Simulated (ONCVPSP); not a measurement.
**phosphorus: one change to an ONCV potential, before and after**

ONCVPSP 4.0.1 input, shortened (lines: element, Z, core and valence counts, functional; n l f; lmax; l rc ep ncon nbas qcut; lloc lpopt rc5 dvloc0; l nproj debl; icmod fcfact rcfact), PBE, scalar-relativistic:

```
  P 15.00    3    2        4      upf
    1    0    2.00
    2    0    2.00
    2    1    6.00
    3    0    2.00
    3    1    3.00
    1
    0    1.55    0.00    4    7    4.20
    1    1.40    0.00    4    9    6.60
    4    4    1.05    0.00
    0    2    0.60
    1    3    2.80
    2    0.35    1.05
```

Change: local potential polynomial inside 1.05 bohr (lpopt 4, dvloc0 7 Ha).

Cutoffs: the cutoffs (Ha) at which the residual kinetic energy of the hardest occupied pseudo-wave falls to 1 and 0.1 mHa per electron; they do not see the model core or the augmentation charge, which bear on the density cutoff. Errors are all-electron minus pseudo energies relative to the spin-unpolarised reference configuration.

Question: Predict the effect on cutoff, ghosts and configuration errors.

Answer: The potential gets neither clearly harder nor softer (11 Ha and 40 Ha → 11 Ha and 40 Ha); both files keep a bound ghost (p); the errors of the 4 common tests hardly move.

| quantity | base | changed |
| --- | --- | --- |
| cutoff, loose | 11 Ha | 11 Ha |
| cutoff, tight | 40 Ha | 40 Ha |
| bound ghosts | p | p |
| GHOST(+) flags under 300 eV | s at 127.4 eV | none |
| error for 3s2 3p2, meV [ΔE 9.73 eV] | +0.8 | +0.7 |
| error for 3s2 3p1, meV [ΔE 28.88 eV] | +12 | +12 |
| error for 3s2 3p0, meV [ΔE 58.62 eV] | +60 | +60 |
| error for 3s1 3p0, meV [ΔE 110.62 eV] | +216 | +216 |
| s: phases at 1.57 bohr within 0.05 rad from the reference energy up to (Ha; the scan ends near 5) | 3.4 | 4.0 |
| p: phases at 1.42 bohr within 0.05 rad from the reference energy up to (Ha; the scan ends near 5) | to the end of the scan | to the end of the scan |
| rms error of d²Exc/dni dnj with the model core, mHa | 0.90 | 0.90 |

Base: The cutoffs count occupied waves only; projector 2 of the p channel, the hardest unoccupied one, needs 135 Ha at the loose tolerance. Changed file: The cutoffs count occupied waves only; projector 2 of the p channel, the hardest unoccupied one, needs 135 Ha at the loose tolerance. A true bound ghost makes a file unfit for plane-wave use even where its test errors are small: the radial tests pick states by their node count and pass the ghost by.
